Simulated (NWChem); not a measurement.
## ClCu in NWChem

```xyz
2

Cu     0.0000     0.0000    -0.7698
Cl     0.0000     0.0000     1.3133
```
Charge 0, spin multiplicity 1.

All runs are NWChem calculations. Structure: optimised with PBE0/def2-SVP, a minimum by its harmonic frequencies.

Symmetry labels belong to the abelian group C2v used in the runs, with the axes of the coordinates shown; states degenerate in a higher group split over its labels.

The correlated methods keep 14 core orbitals frozen. The structure started from a generated list of species.

Task: List the 4 singlet excitations that EOM-CCSD/def2-SVPD, 14 core orbitals frozen gives, with oscillator strengths.

Result: 
```tsv
state	symmetry	energy (eV)	wavelength (nm)	f
1	a1	2.64	469	0.005
2	b1	2.71	458	0.011
3	b2	2.71	458	0.011
4	a2	3.07	404	0.000
```
These are the lowest roots of each symmetry, so higher states are missing between them.
